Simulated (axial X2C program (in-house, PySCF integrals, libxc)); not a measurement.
# Levels of TiH by electron attachment to TiH⁺ (EOM-EA-CCSD)

Calculated with an in-house all-electron X2C program for linear molecules (integrals from PySCF): two-component X2C with atomic mean-field Coulomb and Gaunt terms, Gaussian nuclei, basis Ti dyall-acv3z, H dyall-av3z with contracted cores.

R = 1.753 Å (near the PBE0 minimum at charge 0 of the determinant lowest at the starting distance; the state shown can have its own minimum elsewhere).

Hartree–Fock spinors of TiH⁺ (one of each Kramers pair; a window near the gap, which can cut inner shells):

```
  ω  occupied  ε (eV)                    character
1/2       yes  -16.94             89% Ti d, 7% H s
1/2       yes  -15.56  51% H s, 19% Ti s, 19% Ti d
1/2        no   -5.64   48% Ti s, 35% Ti p, 8% H s
3/2        no   -3.75   82% Ti p, 12% Ti d, 5% H p
1/2        no   -3.75    87% Ti p, 8% H p, 4% Ti d
3/2        no   -3.33                     98% Ti d
1/2        no   -3.19   59% Ti d, 32% Ti p, 6% H s
5/2        no   -2.97                     98% Ti d
```

Levels of TiH obtained by attaching an electron to TiH⁺:

```json
{"Ω": "1/2", "binding energy (eV)": "6.341", "above lowest (cm⁻¹)": "0", "attached spinor": "48% Ti sσ, 26% Ti pσ, 11% Ti dσ", "one-particle weight": "0.95"}
{"Ω": "3/2", "binding energy (eV)": "5.577", "above lowest (cm⁻¹)": "6164", "attached spinor": "98% Ti dδ", "one-particle weight": "0.77"}
{"Ω": "5/2", "binding energy (eV)": "5.260", "above lowest (cm⁻¹)": "8722", "attached spinor": "99% Ti dδ", "one-particle weight": "0.81"}
{"Ω": "3/2", "binding energy (eV)": "4.800", "above lowest (cm⁻¹)": "12430", "attached spinor": "87% Ti dπ, 10% Ti pπ", "one-particle weight": "0.68"}
{"Ω": "1/2", "binding energy (eV)": "4.593", "above lowest (cm⁻¹)": "14100", "attached spinor": "56% Ti dσ, 35% Ti pσ", "one-particle weight": "0.86"}
```

This point took 33 s on 1 thread of Intel(R) Xeon(R) Processor @ 2.30GHz (shared host).

Reference electrons by ω block (each with its −ω partner): 1/2: 9, 3/2: 2. 12 electrons of TiH⁺ correlated (inner shells frozen), 92 natural virtual spinors (a truncated set); levels can be off by some tenths of an eV. Roots sought by Ω: (1/2: 5, 3/2: 4, 5/2: 2, 7/2: 1); rows need 60 % one-particle weight and stop where some Ω has no more roots. Missing are any skipped roots, higher Ω and states of a further excitation; these come out far too high here and may in truth be low or lowest. T1 of the reference 0.026 (Lee–Taylor). The reference was not checked to be the lowest state of its species. Number of frozen shells: Ti 2 s, 1 p; H none. Large amplitudes in the reference (orbital relaxation or multireference character) lower the reliability.
